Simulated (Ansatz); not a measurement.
`F/C=C/C(F)=C\F`. Charge 0, multiplicity 1.

Cartesian coordinates in Å:
```
F -2.0846 1.7905 1.1004
C -1.0619 0.9397 1.1153
C -0.5515 0.4585 -0.0110
C 0.5527 -0.4616 -0.0267
F 1.0491 -0.8153 1.1705
C 1.1285 -0.9943 -1.1012
F 0.6928 -0.6925 -2.3261
H -0.7196 0.7047 2.1152
H -0.9654 0.7554 -0.9666
H 1.9599 -1.6850 -1.0699
```

(1) Give the diagnostics of a CCSD(T)/def2-TZVPP run (frozen core, Ansatz). (Best estimate.)

Answers

(1) The calculation gave: T1 = 0.0128, largest single amplitude 0.025, largest double 0.100, (T) share of the correlation energy 3.8 %, 12 CCSD cycles. The RHF solution is unstable towards an unrestricted one. T1 lies under the customary mark of 0.02 for closed shells.
